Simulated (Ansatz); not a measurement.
Isolated molecules relaxed with PBE0-D4/def2-TZVP in Ansatz; ΔE leaves out vibrations. CBS: MP2 limit from def2 TZ/QZ plus the TZ coupled-cluster correction, frozen cores. Functionals use def2-TZVPP. def2 core potentials past Kr. For Ge, In outer-core shells are correlated without core-valence functions, which leaves a few kJ/mol of doubt a bond. Scalar relativity is left out up to krypton. One conformer a species, not always the lowest.

`C[CH2][InH][SH]` + `[CH3][GeH]([NH2])[OH]` → `C[CH2][InH][OH]` + `[CH3][GeH]([NH2])[SH]`  (redistribution)

CCSD(T)/CBS gives +53.7 kJ/mol.

Question: Another level gave +54.0 kJ/mol. Which?
A. CCSD/def2-TZVPP
B. HF/def2-TZVPP
C. B2PLYP/def2-TZVPP
D. PBE/def2-TZVPP

Answer: C. B2PLYP 54.0, PBE 48.2, CCSD/def2-TZVPP 58.6, HF/def2-TZVPP 66.8 kJ/mol.

Largest T1 diagnostic among the species: 0.014.

In def2-TZVPP, CCSD(T) changes the Hartree–Fock value by −9.6 kJ/mol (the triples alone add −1.4 kJ/mol) and MP2 by −9.7 kJ/mol. From PBE to PBE0 (25 % exact exchange), in def2-TZVPP and without D4, ΔE moves by +6.7 kJ/mol.

CCSD(T)/CBS has its own doubt, a few kJ/mol and more with outer-core shells, so smaller differences from it don't rank the levels.
